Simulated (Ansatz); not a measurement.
Reaction (ligand exchange at the Si–C bond): `N[SiH2]C=O` + CH₃OH → `CO[SiH2]N` + `C=O`

Calculated with Ansatz (gas phase, PBE0-D4/def2-TZVP geometries, no zero-point term in ΔE). CCSD(T)/CBS is the MP2 limit (def2-TZVPP, def2-QZVPP) plus CCSD(T) − MP2 in def2-TZVPP, frozen cores. This one scheme is used for every species. Functionals use def2-TZVPP. Each species was taken in one conformer, which may not be the lowest.

CCSD(T)/CBS gives -29.6 kcal/mol.

Question: Another level gave -29.2 kcal/mol. Which?
A. ωB97X-V/def2-TZVPP
B. PBE-D4/def2-TZVPP
C. HF/def2-TZVPP
D. B2PLYP/def2-TZVPP

Answer: A. ωB97X-V -29.2, B2PLYP -30.2, PBE-D4 -26.0, HF/def2-TZVPP -32.8 kcal/mol.

Largest T1 diagnostic among the species: 0.015.

In def2-TZVPP, CCSD(T) changes the Hartree–Fock value by +2.7 kcal/mol (the triples alone add +0.4 kcal/mol) and MP2 by +1.6 kcal/mol. From PBE to PBE0 (25 % exact exchange), in def2-TZVPP and without D4, ΔE moves by −1.5 kcal/mol.
